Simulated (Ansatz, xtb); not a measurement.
# Relative energy of two isomers of C5H10B2O

We compare a, `BOB(C#CC)CC`, a singlet, with b, `CC#CBOBCC`, a singlet. Both are isolated molecules in the gas phase, relaxed with B3LYP/def2-SVP; the shapes shown needn't be the lowest conformers.

a (Å):

```xyz
18

C    -0.4067   -0.5068    0.5663
C    -0.7370   -1.4789    1.2258
C    -1.1356   -2.6427    2.0056
C     0.3038    2.1173    0.4999
C     0.7184    3.2973   -0.3838
B     0.2413    0.5535   -2.8942
B     0.0120    0.7405   -0.2242
O     0.1289    0.6424   -1.5691
H    -0.7262    0.7880   -3.5821
H     1.3083    0.2426   -3.3727
H    -0.7421   -2.5933    3.0344
H    -2.2346   -2.7082    2.0720
H    -0.7742   -3.5773    1.5459
H    -0.5994    2.3682    1.0900
H     1.0710    1.9185    1.2736
H    -0.0576    3.5389   -1.1287
H     0.8983    4.2093    0.2080
H     1.6449    3.0810   -0.9408
```

b (Å):

```xyz
18

C     4.1526    0.8155   -0.1658
C     2.9803    0.1669   -0.7355
C     1.9965   -0.3761   -1.2132
C    -2.6056    0.3797   -1.2812
C    -2.0781    1.3389   -2.3520
B     0.8015   -1.0792   -1.8519
B    -1.6616   -0.7930   -0.8190
O    -0.4316   -0.9562   -1.3329
H     3.9245    1.2940    0.8007
H     4.5371    1.5934   -0.8465
H     4.9657    0.0885   -0.0036
H     0.9356   -1.7641   -2.8394
H    -2.0204   -1.5914    0.0210
H    -2.8913    0.9306   -0.3623
H    -3.5584   -0.0879   -1.6017
H    -1.1555    1.8441   -2.0223
H    -1.8375    0.8071   -3.2873
H    -2.8110    2.1233   -2.6009
```

Quicker runs give these differences E(b) − E(a): GFN2-xTB −0.23 kcal/mol; HF/STO-3G −0.64 kcal/mol (at GFN2-xTB geometries); r2SCAN-D4/def2-SVP −1.00 kcal/mol (at GFN2-xTB geometries).

**Question.** Estimate E(b) − E(a) at the level CCSD(T)/def2-SVP + ΔMP2/def2-TZVPP.

**Answer.** Too close to call at this level: CCSD(T)/def2-SVP + ΔMP2/def2-TZVPP gives E(b) − E(a) = −0.24 kcal/mol.

Level by level:

| level | geometry | E(b) − E(a) (kcal/mol) | departure from the last row (kcal/mol) | job, with rough time for the two |
| --- | --- | --- | --- | --- |
| GFN2-xTB | GFN2-xTB | −0.23 | +0.01 | optimisation, 0.71 s |
| HF/STO-3G | GFN2-xTB | −0.64 | −0.40 | single point, 0.44 s |
| r2SCAN-D4/def2-SVP | GFN2-xTB | −1.00 | −0.76 | single point, 4.2 s |
| B3LYP/def2-SVP | B3LYP/def2-SVP | −1.17 | −0.93 | optimisation, 86 s |
| HF/def2-SVP | B3LYP/def2-SVP | −0.64 | −0.40 | part of the CCSD(T) run |
| MP2/def2-SVP | B3LYP/def2-SVP | −0.09 | +0.15 | part of the CCSD(T) run |
| CCSD(T)/def2-SVP | B3LYP/def2-SVP | −0.26 | −0.01 | single point |
| CCSD(T)/def2-SVP + ΔMP2/def2-TZVPP | B3LYP/def2-SVP | −0.24 |  | single point, 2.4 min |

As drawn, both hold the same kinds of bond in the same numbers.

The largest departure from CCSD(T)/def2-SVP + ΔMP2/def2-TZVPP is that of B3LYP/def2-SVP, 0.93 kcal/mol. A small imaginary or near-zero mode remains, so no thermal terms are given. The last row adds to CCSD(T) the change of the MP2 difference between the two basis sets, here +0.01 kcal/mol.

The correlated steps freeze 8 core orbitals. Run with Ansatz 0.2.0, xtb 6.7.1; the last row on 4 threads of Arm Neoverse V1 on a shared host.
